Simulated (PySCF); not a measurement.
Computed shifts of a molecule C₄H₄ClF, PBE0/pcSseg-1 in PySCF, GIAO, gas phase, atoms alike by connectivity averaged where their shifts nearly agree, in ppm (number of nuclei): ¹⁹F: -198.0 (1). ¹³C: 154.9 (1), 144.0 (1), 87.2 (1), 51.3 (1). ¹H: 6.53 (1), 5.51 (1), 3.23 (2). References: ¹⁹F against CFCl3 (σ = 167.2 ppm); ¹³C against TMS (σ = 186.3 ppm); ³⁵Cl against HCl (σ = 945.9 ppm); ¹H against TMS (σ = 31.56 ppm), references at their B3LYP-D3(BJ)/def2-TZVP geometries, non-relativistic (without spin–orbit terms, shifts of atoms bonded to Cl or Br come out too high). Geometry optimised at TPSSh-D3(BJ)/def2-SVP. The values are those of a single conformer.

Task: Identify the compound among the candidates.
A. F[C@H]1C=C(Cl)C1
B. C=C/C=C(\F)Cl
C. C=C/C(F)=C/Cl
D. CC(Cl)=C=CF

Result: A, F[C@H]1C=C(Cl)C1
